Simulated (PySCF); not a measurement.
Computed with PySCF 2.14.0 with PBE-D3(BJ)/def2-TZVP // PBE0-D4/def2-TZVP. Isolated molecules, 0 K electronic values unless said otherwise. One relaxed conformer stands for a flexible species; it need not be the lowest. Excitations are Tamm–Dancoff values on a coarser integration grid. The basis has no diffuse functions, so Rydberg states are missing or too high.

Reference species (SMILES): `[NH2][Ga]([NH2])[F]` (neutral, multiplicity 1).

```yaml
S1 oscillator strength: 0.009
S1–T1 gap (TDA): 0.43 eV
```

Changed species: `[F][Ga]([F])[F]` (0 of 3 F replaced by NH2; the reference has 2 of 3 F replaced by NH2).

### Question
What does the change do to the S1 oscillator strength and S1–T1 gap (TDA)?

### Answer
the S1 oscillator strength stays essentially unchanged; the S1–T1 gap (TDA) falls by 0.10 eV, to 0.33 eV.
